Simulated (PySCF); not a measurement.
sulfur difluoride (F2S), SMILES FSF. The structure is a stationary point at ωB97X-D3(BJ)/def2-TZVP.

Method: PySCF with ωB97X-D3(BJ)/def2-TZVP.

Harmonic wavenumbers (cm⁻¹): 357, 837, 867. Rotational constants (GHz): 26.84, 9.125, 6.810; symmetry number 2.

Task: Work out the zero-point energy and the ideal-gas rigid-rotor harmonic-oscillator thermochemistry at 298.15 K and 1 atm.

Result: ZPE = ½ Σ hcν = ½ × 2062 cm⁻¹ = 12.33 kJ/mol. H − E(el) = 23.51 kJ/mol. Entropy in J/(mol K): translation 161.74, rotation 89.56, vibration 6.16, total 257.45. G − E(el) = -53.25 kJ/mol. Cp = 44.55 J/(mol K).
